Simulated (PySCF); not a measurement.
This script is equivalent to a calculation on F (fluorine, neutral).

```python
from pyscf import gto, scf, dft, mp, cc
import basis_set_exchange as bse
mol = gto.M(atom="F 0 0 0", charge=0, spin=1, symmetry="D2h",
            basis=gto.basis.parse(bse.get_basis("def2-SVP", elements=["F"], fmt="nwchem", header=False)))
mf = dft.UKS(mol, xc="M06L")
mf.irrep_nelec = {'Ag': (2, 2), 'B1u': (1, 1), 'B2u': (1, 1), 'B3u': (1, 0)}
mf.kernel()
```

**Question.** What total energy does it give?

**Answer.** -99.631 hartree (calculated).

**Question.** Which occupied shell lies highest, and where?

**Answer.** 2p β, at -10.151 eV.

**Question.** What is ⟨S²⟩, and what would a pure spin state give?

**Answer.** 0.752, against 0.75.
